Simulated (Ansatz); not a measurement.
One change: `Cl[SiH2][NH][GeH3]` becomes `Cl[SiH2][NH][GeH2][Cl]`.

Ansatz, PBE0-D4/def2-TZVP geometries, multiplicity 1. Each molecule was computed in one conformer, which needn't be the lowest.

Scalar relativity is left out up to krypton.

```
                                          property  `Cl[SiH2][NH][GeH3]`
size of the dipole moment (ωB97M-V/def2-TZVPP) / D                  2.12
             HOMO–LUMO gap (B3LYP/def2-TZVPP) / eV                  7.31
  size of the dipole moment (B3LYP/def2-TZVPP) / D                  2.10
                 LUMO energy (PBE/def2-TZVPP) / eV                 -0.86
             HOMO energy (ωB97M-V/def2-TZVPP) / eV                -10.09
              HOMO–LUMO gap (PBE0/def2-TZVPP) / eV                  7.79
```

Problem. Give the same properties after the change, and the shifts. (Estimate.)

Solution. Ansatz gave: 
| property | `Cl[SiH2][NH][GeH2][Cl]` | shift |
| --- | --- | --- |
| size of the dipole moment (ωB97M-V/def2-TZVPP) / D | 1.17 | -0.95 |
| HOMO–LUMO gap (B3LYP/def2-TZVPP) / eV | 7.58 | 0.27 |
| size of the dipole moment (B3LYP/def2-TZVPP) / D | 1.13 | -0.97 |
| LUMO energy (PBE/def2-TZVPP) / eV | -1.10 | -0.24 |
| HOMO energy (ωB97M-V/def2-TZVPP) / eV | -10.54 | -0.45 |
| HOMO–LUMO gap (PBE0/def2-TZVPP) / eV | 8.11 | 0.32 |

With PBE0 the HOMO falls by 0.46 eV and the LUMO falls by 0.14 eV, so the gap widens by about 0.32 eV. PBE moves the HOMO by -0.44 eV and ωB97M-V by -0.45 eV. Dipoles are sizes alone; their direction can turn.

B3LYP here is the variant with VWN-RPA as its local correlation; programs differ in this.
